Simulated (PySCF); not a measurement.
Job file and geometry (Å, from GFN2-xTB) of an NMR shielding run on `NB1CCC[SiH2]1`, C3H10BNSi, GIAO PBE0/pcSseg-1 NMR shielding, non-relativistic, gas phase in PySCF 2.14.0, density-fitted response routines; density fitting, a coarse starting grid and PySCF grid level 2 are the driver's defaults:

```
$ OMP_NUM_THREADS=1 python probes_run.py task.json out

{"job": {"kind": "nmr", "xc": "PBE0", "basis": "pcSseg-1"}, "charge": 0, "multiplicity": 1}
N      2.501341     0.048848     0.139813
B      1.125607     0.110649     0.044972
C      0.270887    -1.090898    -0.566885
C     -1.168691    -0.984989    -0.041260
C     -1.633579     0.471428    -0.098174
Si    -0.158550     1.502468     0.559071
H      3.080552     0.787823     0.503349
H      3.042677    -0.749551    -0.155951
H      0.244871    -0.980806    -1.657204
H      0.671253    -2.089833    -0.373047
H     -1.844082    -1.635278    -0.605908
H     -1.188629    -1.321209     0.999427
H     -2.563739     0.597379     0.454118
H     -1.844116     0.740911    -1.134864
H     -0.374315     1.767590     1.996080
H     -0.169087     2.834412    -0.074948
```

Problem. What does the program print?

Solution. 
```
coarse grid: 13232 points
cycle   1  E = -488.9756986883  dE =  5.585e-01  |g| = 4.979e-01  |ddm| = 3.476e+00
cycle   2  E = -488.9465038124  dE =  2.919e-02  |g| = 6.079e-01  |ddm| = 1.025e+00
cycle   3  E = -489.0413462678  dE = -9.484e-02  |g| = 3.999e-02  |ddm| = 6.241e-01
cycle   4  E = -489.0417364516  dE = -3.902e-04  |g| = 1.306e-02  |ddm| = 5.736e-02
cycle   5  E = -489.0417711508  dE = -3.470e-05  |g| = 5.946e-03  |ddm| = 1.612e-02
cycle   6  E = -489.0417802323  dE = -9.082e-06  |g| = 6.678e-04  |ddm| = 6.263e-03
final grid: 121472 points
cycle   7  E = -489.0718094428  dE = -3.051e-05  |g| = 8.739e-03  |ddm| = 2.502e-02
cycle   8  E = -489.0717972656  dE =  1.218e-05  |g| = 1.141e-02  |ddm| = 1.604e-02
cycle   9  E = -489.0718277544  dE = -3.049e-05  |g| = 4.891e-04  |ddm| = 8.966e-03
cycle  10  E = -489.0718277957  dE = -4.122e-08  |g| = 2.782e-04  |ddm| = 5.539e-04
cycle  11  E = -489.0718278136  dE = -1.793e-08  |g| = 4.304e-05  |ddm| = 2.752e-04
cycle  12  E = -489.0718278140  dE = -4.400e-10  |g| = 1.782e-05  |ddm| = 6.042e-05
converged SCF energy = -489.0718278140

GIAO shielding tensors (ppm)
atom      isotropic    diamagn.    paramagn.     s11        s22        s33       span
  0 N      142.773     313.612    -170.839     39.056    178.298    210.965    171.909
  1 B       46.248     198.599    -152.351      5.540     24.781    108.425    102.885
  2 C      154.803     252.165     -97.362    140.153    158.282    165.974     25.820
  3 C      158.293     247.879     -89.586    139.714    165.371    169.795     30.080
  4 C      172.406     251.250     -78.844    155.355    167.654    194.208     38.853
  5 Si     432.306     880.522    -448.216    392.815    406.766    497.338    104.523
  6 H       26.932      29.122      -2.190     21.626     24.703     34.467     12.841
  7 H       26.704      29.735      -3.031     21.810     24.551     33.751     11.941
  8 H       30.800      31.978      -1.178     26.372     29.491     36.538     10.167
  9 H       30.422      31.942      -1.520     25.878     29.396     35.992     10.114
 10 H       29.437      30.345      -0.908     23.893     27.850     36.568     12.675
 11 H       30.373      31.611      -1.238     25.683     28.963     36.474     10.792
 12 H       30.369      30.028       0.341     25.438     27.838     37.831     12.393
 13 H       30.878      31.148      -0.270     26.098     28.876     37.660     11.562
 14 H       28.025      28.729      -0.704     24.591     25.830     33.654      9.064
 15 H       27.933      28.679      -0.746     24.491     25.697     33.611      9.120
```

Size and cost of the density-fitted run: 159 basis functions, 20 s wall time on 1 thread of an Arm Neoverse V1, shared host; peak memory 0.73 GiB.
